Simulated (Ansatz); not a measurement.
Input file for Ansatz (a first-principles code): R-PBE/def2-TZVPP on FHPb (SMILES [F][PbH]), atoms moved off the minimum. Elements past Kr take the def2 small-core potentials; no spin–orbit coupling.

Ansatz 0.2 input:
```yaml
crystal:
  periodic: [false, false, false]
  atoms:
    - {symbol: Pb, position_ang: [0.14950525, -0.04574902, 0.06644054]}
    - {symbol: H, position_ang: [-1.20302747, -1.02094551, -0.99993642]}
    - {symbol: F, position_ang: [0.66268080, 1.17349298, -1.20579176]}
basis:
  gaussian:
    orbitals: def2-TZVPP
hamiltonian:
  xc: {name: PBE}
scf: {lower_state_search: off}
output: {forces: true}
```

Output:

```
WARN ansatz: RAYON_NUM_THREADS=1 ignored (pool sized by the plan → 1); use --threads N
Functional definition: PBE
these checks for a lower state are left out or cut short: stability, starts, cluster_reference, orbital_swaps, neighbouring_geometries, increment
integrals: 0.02 GiB planned
597 factors; their error is unknown
mean field: 0.19 GiB planned
mean field evaluation 1: about -7976.9890 eV, gradient 4.7e1 eV
mean field evaluation 2: about -7917.7820 eV, gradient 1.8e2 eV
mean field evaluation 4: about -7980.2606 eV, gradient 1.4e1 eV
mean field evaluation 8: about -7980.6854 eV, gradient 4.5e-2 eV
mean field evaluation 16: about -7980.6835 eV, gradient 1.4e-3 eV
mean field -7980.68347823 eV, -293.2847083233 hartree, gradient 3.9e-6 eV, S^2 0.000000; 0 other end points of the search recorded, 0 dependent functions left out
the calculation of the forces begins
reference -7980.68351828 eV, -293.2847097953 hartree; 16, 16 occupied and 79, 79 virtual orbitals, 597 factors
Total energy: -7980.68351828 eV, -293.2847097953 hartree
Atom 0 at     0.149505    -0.045749     0.066441 Å, force    -2.321157    -5.050681     4.838084 eV/Å
Atom 1 at    -1.203027    -1.020946    -0.999936 Å, force     0.416479     0.362207     0.206104 eV/Å
Atom 2 at     0.662681     1.173493    -1.205792 Å, force     1.904677     4.688474    -5.044188 eV/Å
Dipole moment:     0.108118    -0.116317     0.468838 e Å
Checks for a lower state left out: stability, starts, cluster_reference, orbital_swaps, neighbouring_geometries, increment
```

Self-consistency was reached.

Cost: about 1.6 core-seconds (a rough figure).
